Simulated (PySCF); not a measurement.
**Stationary points of Be₂O₂**

All numbers come from PBE0/[Be def2-TZVP, O def2-TZVP], no relativity, density fitting, PySCF.

Relaxations began from a few typed shapes. The search is not exhaustive: other isomers or separated fragments can lie lower, and high-lying points may rest on an excited occupation.

(1) Which is the lowest minimum found?
A. singlet (closed shell, unstable to spin polarisation) C2v: Be–O 1.591 Å (×4), O–O 1.521 Å; Be–O–Be 76.8° (×2), Be–O–O 61.4° (×4), O–Be–O 57.1° (×2)
B. singlet D2h: Be–O 1.480 Å (×4); Be–O–Be 71.5° (×2), O–Be–O 108.5° (×2)

Answers

(1) B. The others lie at 568.7 (singlet C2v) kJ/mol above it.
